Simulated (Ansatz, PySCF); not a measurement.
Molecule: C$_{2}$H$_{3}$O, charge 0, multiplicity 2. It need not be the lowest isomer of its formula. 
Geometry from a B3LYP-D3(BJ)/def2-TZVP (Ansatz, an electronic-structure program) optimisation:
```xyz
6

C     -0.1863    -1.0182     0.6908
C      0.3771     0.0373     0.1478
O     -0.0625     0.8776    -0.7878
H     -1.2359    -1.2440     0.5148
H      0.3780    -1.6719     1.3393
H      0.2130     1.7806    -0.5833
```
Charge 0, spin multiplicity 2.

Total electronic energies in hartree. Valence correlation only, unless marked. UHF or UKS for open shells. No spin-orbit coupling. No relativistic terms. CBS marks a two-point X^-3 extrapolation of the correlation energy; Hartree-Fock from the larger set. The bracket is a focal-point correction in the basis named.

The UHF reference is spin-contaminated (<S^2> 0.15 over the pure value in the largest basis). 

```json
[
 {"level": "BLYP-D3(BJ)/def2-TZVPD", "program": "Ansatz + dftd3", "energy (Eh)": "-153.16170"},
 {"level": "B3LYP-D4/def2-TZVPD", "program": "Ansatz + dftd4", "energy (Eh)": "-153.20463"},
 {"level": "BHLYP/def2-TZVPD", "program": "Ansatz", "energy (Eh)": "-153.10857"},
 {"level": "TPSSh-D3(BJ)/def2-TZVPD", "program": "PySCF + dftd3", "energy (Eh)": "-153.20446"},
 {"level": "HSE06/def2-TZVPD", "program": "Ansatz", "energy (Eh)": "-153.01145"},
 {"level": "B2GP-PLYP/def2-TZVPD", "program": "Ansatz", "energy (Eh)": "-153.04088"},
 {"level": "CCSD/cc-pwCVTZ", "program": "Ansatz", "energy (Eh)": "-152.87167"},
 {"level": "RI-MP2/CBS(aug-cc-pVTZ,aug-cc-pVQZ)+[CCSD(T)-MP2]/aug-cc-pVDZ", "program": "Ansatz", "energy (Eh)": "-152.9642"},
 {"level": "RI-MP2/CBS(cc-pVTZ,cc-pVQZ)+[CCSD(T)-MP2]/cc-pVTZ", "program": "Ansatz", "energy (Eh)": "-152.9632"}
]
```

Totals of different functionals don't rank their quality; only differences between species are comparable.
